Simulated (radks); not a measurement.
Values are calculated unless marked as measured or tabulated.
Q: Radial electron density D(r) = 4 pi r^2 rho(r) of an atom or ion with 38 electrons. Level of theory: Dirac Kohn-Sham, PBE, spin-unpolarised, spherical densities, finite nucleus; Fermi nuclear charge, rms radius of each element as measured or else 0.836 A^(1/3) + 0.57 fm (a radial shooting solver on a logarithmic mesh with Libxc functionals).

```
   r/bohr * D(r) (the largest magnitude, 57.4, reaches the edge; | marks zero)
  0.00499 |        *
 0.006708 |             *
 0.008947 |                    *
  0.01203 |                            *
  0.01617 |                                     *
  0.02174 |                                           *
  0.02924 |                                             *
  0.03899 |                                         *
  0.05242 |                                     *
  0.07048 |                                        *
  0.09476 |                                                 *
   0.1274 |                                                      *
   0.1713 |                                            *
   0.2285 |                                *
   0.3072 |                                  *
    0.413 |                                       *
   0.5552 |                           *
   0.7465 |            *
    1.004 |       *
    1.339 |      *
      1.8 |   *
     2.42 |*
    3.253 |*
    4.374 |*
     5.88 *
    7.843 *
    10.54 *
    14.18 *
```

What is the nuclear charge?

A: Z = 38. The innermost maximum, from 1s, lies near gamma/Z bohr with gamma = sqrt(1 - (Z/c)^2) = 0.961, here 0.0253 bohr (found: 0.0276), and its height grows with Z. The density is that of neutral strontium in [Kr] 5s2; the configuration itself is not fixed sharply by these data, and Z only to a few units. D(r) has 3 maxima, at r = 0.0276, 0.122, 0.397 bohr, and minima at 0.0563, 0.254 bohr, inside which lie 2.07, 11.07 electrons.
